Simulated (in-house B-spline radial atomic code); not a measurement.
Cu⁶⁺. Computed with a B-spline radial atomic code. Model: all-electron spherical atom, spin shells full or empty, radial basis limit, no spin-orbit coupling, Breit or QED, empty-state partial waves extrapolated as (l+1/2)^-4, RPA, G0W0 and static COHSEX of the highest shell as one setting changes (uncorrelated shells keep exact exchange).

Given: element Cu; charge 6; filled core Ar; hamiltonian one-electron scalar X2C; mean-field start PBE0; highest l of empty states 9; nuclear rms radius 3.8823 fm; highest mean-field shell 3d up.

Shell: 3d 5 0 (electrons up and down).

| natural log step of frequency grid | RPA correlation energy (hartree) | G0W0 level (eV) | G0W0 minus most complete (meV) | RPA minus most complete (millihartree) | linearised minus solved G0W0 (meV) |
| --- | --- | --- | --- | --- | --- |
| 0.25 | -1.5685 | -139.38 | 0 | 0 | -18.1 |
| 0.4 | ? | ? | ? | ? | ? |
| 0.6 | -1.5685 | -139.38 | 0.1 | 0 | -18.1 |
| 0.9 | ? | ? | ? | ? | ? |
| 1.3 | -1.5693 | -139.38 | 0.2 | -0.8 | -18 |
| 1.8 | -1.5678 | -139.41 | -27.1 | 0.7 | -18.9 |
| 2.5 | -1.5677 | -139.44 | -58.5 | 0.8 | -17.4 |
| 3.5 | -1.6296 | -140.06 | -683.5 | -61.1 | -28.3 |

(1) What follows for natural log step of frequency grid = 0.4?

(2) What follows for natural log step of frequency grid = 0.9?

## Answers

(1) RPA correlation energy -1.5685 hartree; G0W0 level -139.38 eV; G0W0 minus most complete 0 meV; RPA minus most complete 0 millihartree; linearised minus solved G0W0 -18.1 meV.

(2) RPA correlation energy -1.5685 hartree; G0W0 level -139.38 eV; G0W0 minus most complete 0.3 meV; RPA minus most complete 0 millihartree; linearised minus solved G0W0 -18 meV.
